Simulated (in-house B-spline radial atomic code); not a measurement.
The numbers below are computed, except where a source is named.
**Rb in an electron gas of r_s = 1.65: phase shifts, screening and friction**

A nucleus sits in a uniform electron gas with a rigid positive background. The Kohn-Sham equations are solved self-consistently in the spin-unpolarised LDA (PW92), non-relativistic, on B-splines with outgoing waves at the boundary and partial waves to l = 8. The model has no lattice, no bands and no magnetic solution. Atomic units; δ_l are the phase shifts at the Fermi level, counted so that each bound state adds π, and good to about 0.0005.

The density parameter is r_s = 1.65 bohr.

```tsv
l	δ_l (rad)
0	10.7169
1	8.2595
2	4.2311
3	0.1530
4	0.0310
5	0.0076
6	0.0019
7	0.0005
8	0.0001
```

Bound levels below the band bottom (hartree): s -9.903, p -7.555, d -3.303, s -0.6129, p -0.1124 and deeper ones.

**Question.** Check the Friedel sum rule, and say where the screening charge sits.

**Answer.** k_F = (9π/4)^(1/3)/r_s = 1.16313. The rule is Z = (2/π) Σ (2l + 1) δ_l. The terms are s 6.823, p 15.774, d 13.468, f 0.682 and 0.252 beyond, in all 36.999 against Z = 37. Bound states hold 8 s, 18 p, 10 d electrons, so the scattering states carry 1.00 in all; where a term is smaller than its bound count, the bound level has drawn weight out of the band.

**Question.** Find the transport cross section and the electronic stopping of a 5 keV Rb ion (mass 85.47 u).

**Answer.** σ_tr = (4π/k_F²) Σ (l + 1) sin²(δ_l − δ_(l+1)). The terms for l = 0 to 3 are 0.3995, 1.2014, 1.9465, 0.0592, all together 3.6096, so σ_tr = 9.289 × 3.6096 = 33.528 bohr². With n = 3/(4π r_s³) = 0.05314, the friction coefficient is Q = n k_F σ_tr = 2.0725. For v well below v_F = 1.163, dE/dx = Q v; with 24801 eV per u at v = 1, v = √(5000/(24801 × 85.47)) = 0.0486, so dE/dx = 0.10066 hartree/bohr = 51.8 eV/nm. The largest term couples the d and f waves.
